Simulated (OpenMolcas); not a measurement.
## V2+: Racah parameters, worked from levels

* Program: OpenMolcas
* Basis: ANO-RCC-VQZP [7s6p4d3f2g1h]
* Scalar Hamiltonian: DKH2, point nucleus
* Active space: 9 electrons in 8 orbitals (RAS1 3p, at most 2 holes; RAS2 3d)
* State averaging: 2S+1 = 4 even, 10 roots; 2S+1 = 2 even, 40 roots
* Spin-orbit coupling: RASSI with atomic mean-field integrals over the reference wave functions, term energies averaged over their components

Methods: RASSCF; MS-RASPT2, IPEA 0.25 Eh, imaginary shift 0.1 Eh (closed shells correlated: 3s). Measured levels: Sugar and Corliss, J. Phys. Chem. Ref. Data 7, 1191 (1978).

**Racah parameters.** Above ⁴F, d3 has ⁴P at 15B, ²G at 4B + 3C and ²H at 9B + 3C. The first two fix B and C, and the third tests them; where it misses by thousands of cm-1, two parameters do not describe the configuration (Trees and configuration-interaction terms are left out) and B and C hang on the terms chosen. Term energies are centres of gravity, weighted by 2J + 1.

```tsv
Source	⁴P	²G	B	C	C/B	²H from B, C	²H found
RASSCF	13765	14939	918	3756	4.09	19530	20993
MS-RASPT2	11827	11599	788	2815	3.57	15537	16467
measured	11330	11752	755	2910	3.85	15525	16565
```

Energies in cm-1. From RASSCF to MS-RASPT2, B changes by -14.2 % and C by -25.1 %. Against the measured terms, MS-RASPT2 has B off by +4.4 % and C by -3.3 %.

CASPT2 breaks the degeneracy within a term, and the mean is taken; among the terms shown or strongly mixed into the levels shown the widest spread is 1300 cm-1 (3d³ ⁴F, MS-RASPT2). Active for correlation alone: 3p; no level in the range computed is led by a configuration that opens it, so any true level of that kind is missing. Without dynamic correlation excited terms often stand tens of per cent too high (terms of higher spin than the ground term too low), and those without a measured partner can miss by more than the paired ones (holds for RASSCF). The CASPT2 spread within a term exceeds the gap to the next term for 3d³ ²G and 3d³ ⁴P, so the order of their levels is uncertain (holds for MS-RASPT2). Computed and measured levels are paired by configuration, term and J; levels that our copy of the source lacks, or whose pairing is in doubt (as where it misses far off the trend of its configuration), stay unpaired and out of the deviations. Levels of configurations outside the active space are missing.
